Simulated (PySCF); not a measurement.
## Computed properties of GeHCl3, SMILES [Cl][GeH]([Cl])[Cl]

GeHCl3, SMILES [Cl][GeH]([Cl])[Cl]. Coordinates come from a r2SCAN-D4/def2-SVP optimisation. The isomer is the one that the SMILES or the coordinates give; other isomers of the formula were not compared. The values are those of a single conformer. All values are computed for the isolated molecule unless a solvent is named; none is compared with measurement here.

**Structure.** The optimised structure has C3v symmetry. All 9 harmonic modes at r2SCAN-D4/def2-SVP (PySCF) are real, so it is a minimum. With heavy atoms numbered as in [GeH:1]([Cl:2])([Cl:3])[Cl:4], the shortest bond between them is Ge1–Cl2 at 2.141 Å and the longest Ge1–Cl3 at 2.141 Å.

**Vibrations.** The strongest infrared lines (harmonic, unscaled, degenerate partners summed) lie at 450 cm⁻¹ (173 km/mol, Cl 60 %, Ge 40 %), 711 cm⁻¹ (130 km/mol, H 97 %), 2209 cm⁻¹ (55 km/mol, H 99 %). The softest mode is at 144 cm⁻¹ and the zero-point energy is 7.7 kcal/mol.

**Electronic structure.** HF/def2-TZVP (PySCF) places the frontier levels at -12.76 and 2.37 eV, a gap of 15.13 eV, and gives a dipole moment of 1.65 D and a mean polarisability of 58.7 bohr³. PBE/def2-TZVP (PySCF) at the same geometry gives -7.94 and -2.55 eV, so its gap is 9.74 eV narrower. An orbital gap is neither the optical nor the fundamental gap.

**Excitations.** TDA-B3LYP/def2-SVPD (PySCF) has S1 at 5.98 eV (207 nm, f = 0.000, dark); the most intense of the 10 singlets computed lies at 6.32 eV (f = 0.05). Strengths of degenerate partners are summed. T1 (TDA) is at 5.60 eV, 0.38 eV under S1. TDA-PBE/def2-SVPD (PySCF) puts S1 at 5.45 eV. No vertical singlet excitation falls in the visible range (under 3.1 eV).

**NMR.** GIAO shifts at PBE0/pcSseg-1 (PySCF) (non-relativistic, atoms alike by connectivity averaged): ¹H at 7.1 ppm against TMS. Without spin–orbit terms, shifts of atoms bonded to Cl or Br come out too high.
